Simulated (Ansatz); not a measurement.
# Ligand exchange: C5H12 + C2H2ClGa → C4H9Cl + C3H5Ga

Species: C5H12 (neopentane) `CC(C)(C)C`, singlet; C2H2ClGa `C#[C][GaH][Cl]`, singlet; C4H9Cl (2-chloro-2-methylpropane) `CC(C)(C)Cl`, singlet; C3H5Ga `C#[C][GaH][CH3]`, singlet. The partners trade CH3 for Cl: C–CH3 and Ga–Cl bonds give way to C–Cl and Ga–CH3.

Shapes, held fixed at every level: PBE0-D4/def2-TZVP. Programs: Ansatz 0.2.0. Electronic energies: no zero-point or thermal term.

Estimate ΔE of this reaction.

The highest level, CCSD(T)/def2-TZVPP, gives ΔE = +138.7 kJ/mol; the levels span +129.0 to +156.9. The column of differences is taken from that level and isn't an error. No measured value is set beside it here. Relativity is left out for Ga. Outer-core shells of Ga are correlated in most correlated rows, in sets that cover them unevenly.

```
                level                   kind  ΔE (kJ/mol)  less CCSD(T)/def2-TZVPP
        HF/def2-TZVPP           Hartree–Fock       +154.1                    +15.4
     SPW92/def2-TZVPP                    LDA       +129.0                     -9.7
  B3LYP-D4/def2-TZVPP          global hybrid       +135.0                     -3.7
r2SCAN0-D4/def2-TZVPP          global hybrid       +140.6                     +1.9
         MP2/def2-SVP    perturbation theory       +156.9                    +18.2
      CCSD/def2-TZVPP  coupled cluster or CI       +141.6                     +2.9
   CCSD(T)/def2-TZVPP  coupled cluster or CI       +138.7                      0.0
```
